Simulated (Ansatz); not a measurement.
`C[SiH2]B(O)O` + CH₃OH → `COB(O)O` + `C[SiH3]`  (cleavage of the B–Si bond)

Calculated with Ansatz (gas phase, PBE0-D4/def2-TZVP geometries, no zero-point term in ΔE). CCSD(T)/CBS adds triple-zeta CCSD(T) − MP2 to the extrapolated MP2 energy (def2 sets, frozen cores). This one scheme is used for every species. DFT in def2-TZVPP. B3LYP here is the variant with VWN-RPA as its local correlation; programs differ in this. Each species was taken in one conformer, which may not be the lowest.

Question: Is it downhill or uphill in electronic energy at CCSD(T)/CBS, and by how much? (Estimate.)

Answer: Ansatz gave: Downhill: ΔE = -1.64 eV.

Question: What do these levels give: PBE0-D4, B3LYP-D4, PBE, r2SCAN, B3LYP, MP2/def2-TZVPP? (Estimate.)

Answer: Computed: PBE0-D4 -1.55, B3LYP-D4 -1.66, PBE -1.46, r2SCAN -1.64, B3LYP -1.68, MP2/def2-TZVPP -1.70 eV.

Largest T1 diagnostic among the species: 0.013.

In def2-TZVPP, CCSD(T) changes the Hartree–Fock value by +0.29 eV (the triples alone add +0.04 eV) and MP2 by +0.26 eV. From PBE to PBE0 (25 % exact exchange), in def2-TZVPP and without D4, ΔE moves by −0.10 eV.
